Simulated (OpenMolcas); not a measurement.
**F3+: effect of the basis set**

* Program: OpenMolcas 26.06
* Method: SS-CASPT2, IPEA 0.25 Eh, imaginary shift 0.1 Eh (closed shells correlated: 1s 2s)
* Active space: 2 electrons in 3 orbitals (2p)
* State averaging: 2S+1 = 3 even, 3 roots; 2S+1 = 1 even, 6 roots
* Spin-orbit coupling: state interaction with AMFI integrals over the reference wave functions, term energies averaged over their components

A. ANO-R1 [3s2p1d], X2C, finite nucleus; CASPT2 step roughly 0.7 core-seconds
B. ANO-RCC-VTZP [4s3p2d1f], DKH2, point nucleus; CASPT2 step about 0.5 core-seconds
C. ANO-L-VTZP [4s3p2d1f], non-relativistic, point nucleus; CASPT2 step of the order of 0.7 core-seconds
D. ANO-R2 [4s4p2d1f], X2C, finite nucleus; CASPT2 step about 0.8 core-seconds
E. ANO-R3 [4s4p2d1f], X2C, finite nucleus; CASPT2 step roughly 0.6 core-seconds
F. ANO-RCC-VQZP [5s4p3d2f1g], DKH2, point nucleus; CASPT2 step of the order of 0.7 core-seconds

Energies in cm⁻¹ above 2s² 2p² ³P₀, the measured ground level; measured values from Moore, Atomic Energy Levels, vol. I, NSRDS-NBS 35 (1971 reprint of NBS Circular 467, 1949).

```tsv
Level	A	B	C	D	E	F	Measured
2s² 2p² ³P₀	0.0	0.0	0.0	0.0	0.0	0.0	0.0
2s² 2p² ³P₁	225	231	229	221	221	223	225
2s² 2p² ³P₂	659	675	670	648	648	654	613
2s² 2p² ¹D₂	26940	25940	25900	25800	25790	25600	25241
2s² 2p² ¹S₀	60780	58460	58410	57940	57940	57610	53544
```

Deviations, from unrounded energies. A percentage is the sum of absolute deviations over the sum of measured energies, with the sign that they share, or ± where signs differ.

```json
{"Against measurement": "mean absolute deviation (cm-1)", "Levels": "4", "A": "2200", "B": "1400", "C": "1400", "D": "1200", "E": "1200", "F": "1100"}
{"Against measurement": "fine structure of the ground term (%)", "Levels": "2", "A": "±5.5", "B": "+8.0", "C": "+7.2", "D": "±4.6", "E": "±4.6", "F": "±5.0"}
{"Against measurement": "other terms of the ground configuration (%)", "Levels": "2", "A": "+11.3", "B": "+7.1", "C": "+7.0", "D": "+6.3", "E": "+6.3", "F": "+5.6"}
```

F lies closest to measurement on these levels and A furthest from it. The largest miss of F in the table is 2s² 2p² ¹S₀, by +4100 cm-1. The ranking rests on the paired levels alone, and a cruder setting can come out closer through cancelling errors.

Among A to F the level of the table that moves most is 2s² 2p² ¹S₀, by 3200 cm-1 (lowest in F, highest in A). Moves below CASPT2's spread within the term are not significant.

Term energies are means over components that CASPT2 splits; among the terms shown or strongly mixed into the levels shown the widest spread is 83 cm-1 (2s² 2p² ¹D, D). With the s shell closed, the reference lacks s² → p² mixing. The basis is small and was not contracted for so high a charge (holds for A). Measured partners are found by configuration, term and J. A level has none where our copy of the source lacks it or the pairing is in doubt (some pairs that miss far off the trend of their configuration count as doubtful), and it then counts in no deviation. Levels of configurations outside the active space are missing.
